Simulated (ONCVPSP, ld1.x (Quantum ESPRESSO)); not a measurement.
## Potentials for P compared

Generated with ld1.x 7.5 (TM, RRKJ, ultrasoft, PAW), atompaw 4.2 or ONCVPSP 4.0.1. The cutoff is in Ry: for ld1.x and atompaw files where the sum of valence levels is converged to 10 mRy in a Bessel basis, for ONCV files where the hardest occupied wave has 1 mHa per electron of residual kinetic energy. The error is the largest all-electron minus pseudo excitation energy over each file’s own four to seven test configurations (ionisations up to +4, promotions, holes and added fractions of an electron), all of which were solved. The labels leave out finer settings (local radius, basis sizes, second energies), which also bear on the numbers. Spin-polarised tests are not counted. The rows are a selection from randomly drawn settings: files with unsolved tests, undetermined cutoffs or missed reference levels are left out.

A true bound ghost makes a file unfit for plane-wave use even where its test errors are small: the radial tests pick states by their node count and pass the ghost by.

```csv
potential,cutoff (Ry),largest error (meV),bound ghosts
"ONCV, PBE, scalar-relativistic, rc 1.75/1.65/1.60 (spd), local smoothed, core correction yes, reference 3s2 3p3, qcut 4/6/5.8, projectors 2/2/1",27,+58,none
"ONCV, PBEsol, scalar-relativistic, rc 0.70/0.90/0.75 (spd), local smoothed, core correction yes, reference 2s2 2p6 3s2 3p3, qcut 14.1/19.5/13.5, projectors 2/2/2",246,+8.1,none
"ONCV, PBE, scalar-relativistic, rc 0.85/0.90/1.00 (spd), local smoothed, core correction yes, reference 2s2 2p6 3s2 3p3, qcut 11.9/18.8/9.5, projectors 2/2/1",238,+495,none
"ONCV, revPBE, scalar-relativistic, rc 0.95/0.85/0.90 (spd), local smoothed, core correction no, reference 2s2 2p6 3s1 3p4, qcut 16.4/14/11.6, projectors 2/2/2",186,+21,none
"ONCV, LDA (Perdew-Wang 92), non-relativistic, rc 1.65/1.95/2.10 (spd), local smoothed, core correction no, reference 3s2 3p2.75, qcut 3.4/4.1/4.9, projectors 3/2/1",79,+25,s
"ONCV, LDA (Perdew-Wang 92), scalar-relativistic, rc 0.85/0.95/0.95 (spd), local smoothed, core correction no, reference 2s2 2p6 3s2 3p1, qcut 12.6/17.6/8.5, projectors 2/2/2",197,+12,none
```

(1) Fill in the row for P: PAW, LDA (PZ), scalar-relativistic, rc 1.55/1.60 (sp), local smoothed, core correction yes, reference 3s2 3p1.

Results:

(1) cutoff 15 Ry, largest error -88 meV, bound ghosts: none.
